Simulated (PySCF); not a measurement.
A structure optimised at PBE-D3(BJ)/def2-SVPD, used in a PySCF frequency run:

```
Sn
Cl 1 2.5416
Cl 1 2.5416 2 98.68
Cl 1 2.5416 2 98.68 3 -100.23
```
Charge -1, spin multiplicity 1.

**Question.** Write its SMILES, formula and point group.

**Answer.** [Cl][Sn-]([Cl])[Cl], Cl₃Sn, C3v

**Question.** What are its rotational constants (standard atomic weights)?

**Answer.** 1.4527, 1.4527, 0.95879 GHz
